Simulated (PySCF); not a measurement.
B(Vi)2(NMe2), SMILES C=CB(C=C)N(C)C, GFN2-xTB optimised geometry.

```
20

B     -0.18    -0.05     0.00
C     -0.99    -1.39     0.00
C     -2.18    -1.55    -0.56
H     -0.58    -2.25     0.52
H     -2.73    -2.49    -0.53
H     -2.67    -0.75    -1.10
C     -0.98     1.31     0.00
C     -2.07     1.55     0.70
H     -0.62     2.11    -0.64
H     -2.60     2.49     0.67
H     -2.49     0.80     1.37
N      1.21    -0.05     0.00
C      2.02     1.14     0.14
C      2.04    -1.23    -0.13
H      2.71     1.03     0.99
H      2.62     1.31    -0.76
H      1.40     2.01     0.32
H      2.73    -1.11    -0.98
H      2.63    -1.39     0.77
H      1.42    -2.10    -0.32
```

Density from CAM-B3LYP/def2-SVP (PySCF 2.14.0) at that geometry.

Minimum of the electron density along straight lines between bonded atoms, close to the bond critical point (lines longer than 1.1 times the sum of covalent radii, or with two minima, are not listed):

```
bond     length / Å  ρ at the minimum / e bohr⁻³  ∇²ρ there / e bohr⁻⁵  position (fraction from the first atom)
-------  ----------  ---------------------------  --------------------  ---------------------------------------
B1–C2         1.569                        0.180                 -0.08                                     0.32
C2–C3         1.328                        0.344                 -0.94                                     0.49
C2–H4         1.087                        0.276                 -1.01                                     0.62
C3–H5         1.080                        0.282                 -1.09                                     0.63
C3–H6         1.078                        0.285                 -1.11                                     0.64
B1–C7         1.571                        0.179                 -0.08                                     0.32
C7–C8         1.327                        0.344                 -0.94                                     0.49
C7–H9         1.087                        0.276                 -1.01                                     0.62
C8–H10        1.080                        0.282                 -1.08                                     0.63
C8–H11        1.079                        0.284                 -1.11                                     0.64
B1–N12        1.392                            ?                  0.81                                     0.33
N12–C13       1.445                        0.275                 -0.81                                     0.61
N12–C14       1.445                        0.275                 -0.81                                     0.61
C13–H15       1.095                        0.277                 -1.03                                     0.63
C13–H16       1.096                        0.276                 -1.03                                     0.63
C13–H17       1.085                        0.284                 -1.10                                     0.64
C14–H18       1.095                        0.277                 -1.03                                     0.63
C14–H19       1.096                        0.276                 -1.03                                     0.63
C14–H20       1.085                        0.284                 -1.10                                     0.64
```

Task: Complete the blanks.

Result: 
- B1–N12, ρ at the minimum / e bohr⁻³: 0.208
